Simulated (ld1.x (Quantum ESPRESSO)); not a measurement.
u(r) = r·R(r): atom against pseudo-atom (scandium (Sc))

Columns: radius, all-electron u(r) and pseudo u(r) of the 4s shell (level -4.54 eV) of scandium in the configuration [Ar] 3d1 4s1.5 4p0.5; PBE, scalar-relativistic, PAW scheme, ld1.x (Quantum ESPRESSO) 7.5.

| r (bohr) | all-electron | pseudo |
| --- | --- | --- |
| 0.205 | -0.1475 | -0.0701 |
| 0.410 | -0.0033 | -0.1389 |
| 0.615 | 0.2004 | -0.2054 |
| 0.820 | 0.2561 | -0.2686 |
| 1.025 | 0.1903 | -0.3274 |
| 1.230 | 0.0650 | -0.3810 |
| 1.435 | -0.0751 | -0.4289 |
| 1.640 | -0.2059 | -0.4705 |
| 1.845 | -0.3170 | -0.5056 |
| 2.050 | -0.4057 | -0.5341 |
| 2.255 | -0.4725 | -0.5559 |
| 2.460 | -0.5201 | -0.5712 |
| 2.665 | -0.5515 | -0.5804 |
| 2.870 | -0.5691 | -0.5835 |
| 3.075 | -0.5751 | -0.5811 |
| 3.280 | -0.5716 | -0.5733 |
| 3.485 | -0.5604 | -0.5606 |
| 3.690 | -0.5432 | -0.5432 |
| 3.895 | -0.5213 | -0.5213 |
| 4.100 | -0.4962 | -0.4962 |
| 4.305 | -0.4690 | -0.4690 |
| 4.510 | -0.4405 | -0.4405 |
| 4.715 | -0.4115 | -0.4115 |
| 4.920 | -0.3826 | -0.3826 |
| 5.125 | -0.3543 | -0.3543 |
| 5.330 | -0.3269 | -0.3269 |

(1) How many radial nodes do the two functions have?

(2) At about which radius was the pseudo-wave matched?

(3) Where does each function peak?

(4) Is the pseudo-wave norm-conserving?

Answers

(1) The all-electron 4s function has n − l − 1 = 3 (the table is too coarse to show those close to the nucleus); the pseudo-wave has 0, since the states of the same l below it are removed with the core.

(2) 3.65 bohr, where the columns begin to agree (steps of 0.20 bohr).

(3) Outermost all-electron maximum near 3.08 bohr, pseudo maximum near 2.87 bohr (to the table’s step).

(4) No, it belongs to a PAW set: the norm inside the radius is not constrained, and the difference is carried by the augmentation charge.
